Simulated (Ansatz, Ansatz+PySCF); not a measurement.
```xyz
2

B     0.0000    0.0000   -1.0118
Al    0.0000    0.0000    1.0118
```

Basis set: def2-SVP (spherical functions). Correlated methods keep 6 orbitals frozen. Correlation on ROHF uses semicanonical orbitals with singles. Charge 0, multiplicity 3.

Computed with Ansatz (development build ahead of 0.2.0); each method stands on the lowest determinant of its kind that the runs found.

(1) Give the atomization energy at this shape (free ground-state atoms in the same class of orbitals less the molecule, no zero-point energy) of triplet AlB by ROHF-MP2, UHF-MP2, UHF-CCSD(T), ROHF-CCSD(T), ROHF, UHF.

## Answers

(1)

```json
{"method": "ROHF-MP2", "atomization energy": "1.58 eV"}
{"method": "UHF-MP2", "atomization energy": "1.52 eV"}
{"method": "UHF-CCSD(T)", "atomization energy": "1.73 eV"}
{"method": "ROHF-CCSD(T)", "atomization energy": "1.60 eV"}
{"method": "ROHF", "atomization energy": "1.31 eV"}
{"method": "UHF", "atomization energy": "1.40 eV"}
```

Caution: the determinant may break the point group; the shape is not the minimum. Caution for UHF-MP2, UHF-CCSD(T), UHF: the unrestricted determinant is spin contaminated. Caution for UHF-CCSD(T), ROHF-CCSD(T): another reference gives a lower total.
